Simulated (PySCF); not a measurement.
## Atomic charges by several schemes

Compound: C₆H₈O₂.
Cartesian coordinates in Å at the GFN2-xTB level; atoms count from 1:
```xyz
16
C6H8O2 angstrom
C      2.1235    1.1914    0.3134
O      2.7490   -0.0629    0.3448
C      1.9033   -1.1483    0.1916
C      0.6018   -1.1078    0.0257
C     -0.7006   -1.7631   -0.1642
C     -0.6748   -0.4383   -0.1078
O     -1.2864    0.7242   -0.1450
C     -2.6992    0.6916   -0.3059
H      2.9122    1.9317    0.4373
H      1.6104    1.3571   -0.6407
H      1.3927    1.2943    1.1239
H      2.4610   -2.0705    0.2226
H     -1.2251   -2.6791   -0.2660
H     -2.9584    1.3212   -1.1582
H     -3.0525   -0.3255   -0.4794
H     -3.1647    1.0931    0.5964
```

Density: PBE0/pcSseg-1 (PySCF); schemes: Mulliken, IAO, Hirshfeld and ESP-fitted. The structure is a single GFN2-xTB conformer in the gas phase; no vibrational or solvent corrections.

Question: For which atoms does the sign change between the 4 schemes (beyond +0.03 e in one, beyond −0.03 e in another)?

Answer: C3 and C4.

Question: At which atom do the 4 schemes differ most?

Answer: At C3: from -0.285 (ESP-fitted) to +0.203 e (Mulliken), 0.488 e apart.

Question: Tabulate the Mulliken, IAO, Hirshfeld and ESP-fitted charges.

Answer: In e:

| atom | environment | Mulliken | IAO | Hirshfeld | ESP-fitted |
| --- | --- | --- | --- | --- | --- |
| C1 | methoxy carbon | -0.021 | -0.202 | -0.047 | -0.107 |
| O2 | ether oxygen | -0.493 | -0.350 | -0.138 | -0.236 |
| C3 | vinylic carbon bearing oxygen | +0.203 | -0.074 | -0.048 | -0.285 |
| C4 | fully substituted alkene carbon | -0.113 | -0.069 | -0.058 | +0.070 |
| C5 | alkene CH carbon | -0.183 | -0.250 | -0.084 | -0.487 |
| C6 | vinylic carbon bearing oxygen | +0.213 | +0.228 | +0.086 | +0.368 |
| O7 | ether oxygen | -0.439 | -0.289 | -0.079 | -0.252 |
| C8 | methoxy carbon | -0.030 | -0.206 | -0.019 | -0.162 |
| H9 | methyl hydrogen | +0.122 | +0.155 | +0.048 | +0.106 |
| H10 | methyl hydrogen | +0.095 | +0.125 | +0.029 | +0.076 |
| H11 | methyl hydrogen | +0.095 | +0.125 | +0.029 | +0.076 |
| H12 | vinylic hydrogen | +0.098 | +0.159 | +0.043 | +0.201 |
| H13 | vinylic hydrogen | +0.073 | +0.176 | +0.070 | +0.261 |
| H14 | methyl hydrogen | +0.131 | +0.163 | +0.059 | +0.131 |
| H15 | methyl hydrogen | +0.120 | +0.149 | +0.054 | +0.111 |
| H16 | methyl hydrogen | +0.130 | +0.160 | +0.058 | +0.129 |

Mean size of the charges over all atoms: ESP-fitted 0.191 e, IAO 0.180 e, Mulliken 0.160 e, Hirshfeld 0.059 e. Each set sums to the total charge, 0, to within 0.001 e. The Hirshfeld scheme divides the density at each point in proportion to the densities of the neutral, spherically averaged free atoms.

Question: Sum the charges by element.

Answer: 
| element | atoms | Mulliken | IAO | Hirshfeld | ESP-fitted |
| --- | --- | --- | --- | --- | --- |
| C | 6 | +0.068 | -0.573 | -0.171 | -0.604 |
| O | 2 | -0.932 | -0.639 | -0.218 | -0.488 |
| H | 8 | +0.864 | +1.212 | +0.389 | +1.092 |

Question: How many electrons does the Mulliken scheme count on C8?

Answer: Z − q = 6 − (-0.030) = 6.030.
